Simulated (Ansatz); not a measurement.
```xyz
6

C     0.0000   -0.0295   -1.2404
S     0.0000   -0.0644    0.7165
H     0.0000   -1.1629   -1.5920
H    -0.9719    0.4953   -1.6749
H     0.9719    0.4953   -1.6749
H     0.0000    1.3794    0.9200
```

Basis set: cc-pVDZ (spherical functions). Correlated methods keep 6 orbitals frozen. Charge 0, multiplicity 1.

Computed with Ansatz (development build ahead of 0.2.0); each method stands on the lowest determinant of its kind that the runs found. Restricted open shells among the atoms or ions are ROHF, correlated in semicanonical orbitals with singles.

(1) Give the atomization energy at this shape (free ground-state atoms in the same class of orbitals less the molecule, no zero-point energy) of singlet CH₄S by RHF-MP2, RHF.

Answers

(1)

```json
{"method": "RHF-MP2", "atomization energy": "18.28 eV"}
{"method": "RHF", "atomization energy": "14.25 eV"}
```

Caution: the shape is not the minimum.
